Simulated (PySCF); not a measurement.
Species: C₇H₁₁N₃.
Numbering: `[CH3:1][C:2]([CH3:3])([CH3:4])[c:5]1[n:6][cH:7][cH:8][n:9][n:10]1` (hydrogens: H11, H12, H13 on C1; H14, H15, H16 on C3; H17, H18, H19 on C4; H20 on C7; H21 on C8)

Computed with PySCF at PBE0/pcSseg-1, non-relativistic, on one gas-phase PBE0-D3(BJ)/def2-SVP geometry that isn't relaxed in the solvent. The solvent is an IEF-PCM continuum (Bondi radii, 1.10 Å for H, scaled by 1.2). Specific hydrogen bonds and non-electrostatic terms are outside this model.

```csv
run,E − E(gas) (kcal/mol),HOMO (eV),HOMO–LUMO gap (eV),dipole (D)
gas,0.00,-6.79,4.78,2.18
P,-2.57,-6.84,4.84,2.50
Q,-6.92,-6.97,4.94,3.11
```

Problem. The runs were made in cyclohexane and dimethylsulfoxide. Which run belongs to which solvent?

Solution. P = cyclohexane, Q = dimethylsulfoxide. The dielectric constants are 2.017 (cyclohexane), 46.83 (dimethylsulfoxide), and the energy falls further as ε rises. In this model the ground state sees the solvent through ε alone.

Problem. How constant is the ratio of the lowering to (ε − 1)/(2ε + 1)?

Solution. 
| solvent | (ε − 1)/(2ε + 1) | E − E(gas) (kcal/mol) | ratio (kcal/mol) | polarisation term (kcal/mol) |
| --- | --- | --- | --- | --- |
| cyclohexane | 0.202 | -2.57 | -12.7 | -2.74 |
| dimethylsulfoxide | 0.484 | -6.92 | -14.3 | -8.31 |

The ratio changes by +12.4 % in size from cyclohexane to dimethylsulfoxide. The polarisation term is half the interaction of the solute with the induced surface charges.

Time: 44 s of wall time; peak memory 1.3 GiB. Hardware: an Intel Xeon Platinum 8488C with one thread, shared host. This is the whole shielding run at PBE0/pcSseg-1 in dimethylsulfoxide, SCF included.

Shape of the structure used: `[CH3:1][C:2]([CH3:3])([CH3:4])[c:5]1[n:6][cH:7][cH:8][n:9][n:10]1`: C1–C2–C5–N6 117°.
